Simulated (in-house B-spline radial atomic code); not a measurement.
Ionisation energies along the 3-electron series, configuration [He] 2s1, as differences of self-consistent energies. Dirac energy differences include first-order Breit, QED and recoil terms. NIST's values go from ground level to ground level; the uncertainty of those that are theory runs from under 0.1 % in few-electron ions to several per cent in heavy many-electron ones. Computed with a B-spline radial code for spherical atoms: Dirac-Hartree-Fock, average of the configuration, finite nuclei.

| ion | configuration after | ionisation energy (eV) | IE/(q+1)² (eV) | -ε less Coulomb ΔSCF (eV) | Breit and QED recoil part (eV) | tabulated value (eV) | tabulated kind | computed minus tabulated (eV) |
| --- | --- | --- | --- | --- | --- | --- | --- | --- |
| Ba53+ | 1s2 | 10616.1 | 3.6406 | 0.016532 | -13.586 | 10616.42 | tabulated theory | 0 |
| La54+ | 1s2 | 11033.1 | 3.6473 | 0.016822 | -14.439 | 11033.4 | tabulated theory | 0 |
| Ce55+ | 1s2 | 11459.5 | 3.6542 | 0.017122 | -15.332 | 11459.85 | tabulated theory | 0 |
| Pr56+ | 1s2 | 11895.6 | 3.6613 | 0.017432 | -16.265 | 11895.89 | tabulated theory | 0 |
| Nd57+ | 1s2 | ? | ? | ? | ? | ? | tabulated theory | ? |
| Pm58+ | 1s2 | ? | ? | ? | ? | ? | tabulated theory | ? |
| Sm59+ | 1s2 | ? | ? | ? | ? | ? | tabulated theory | ? |
| Eu60+ | 1s2 | 13738.2 | 3.6921 | 0.018786 | -20.433 | 13738.58 | tabulated theory | 0 |
| Gd61+ | 1s2 | 14224.2 | 3.7004 | 0.019156 | -21.592 | 14224.57 | tabulated theory | 0 |
| Tb62+ | 1s2 | 14720.6 | 3.7089 | 0.01954 | -22.801 | 14721.02 | tabulated theory | 0 |
| Dy63+ | 1s2 | 15227.6 | 3.7177 | 0.019937 | -24.061 | 15228.06 | tabulated theory | 0 |
| Ho64+ | 1s2 | 15745.4 | 3.7267 | 0.02035 | -25.376 | 15745.77 | tabulated theory | 0 |

Problem. Fill in the row of Nd57+.

Solution. ionisation energy (eV): 12341.3; IE/(q+1)² (eV): 3.6686; -ε less Coulomb ΔSCF (eV): 0.017753; Breit and QED recoil part (eV): -17.241; tabulated value (eV): 12341.66; computed minus tabulated (eV): 0.

Problem. Fill in the row of Pm58+.

Solution. ionisation energy (eV): 12796.9; IE/(q+1)² (eV): 3.6762; -ε less Coulomb ΔSCF (eV): 0.018085; Breit and QED recoil part (eV): -18.259; tabulated value (eV): 12797.26; computed minus tabulated (eV): 0.

Problem. Fill in the row of Sm59+.

Solution. ionisation energy (eV): 13262.5; IE/(q+1)² (eV): 3.684; -ε less Coulomb ΔSCF (eV): 0.01843; Breit and QED recoil part (eV): -19.322; tabulated value (eV): 13262.85; computed minus tabulated (eV): 0.
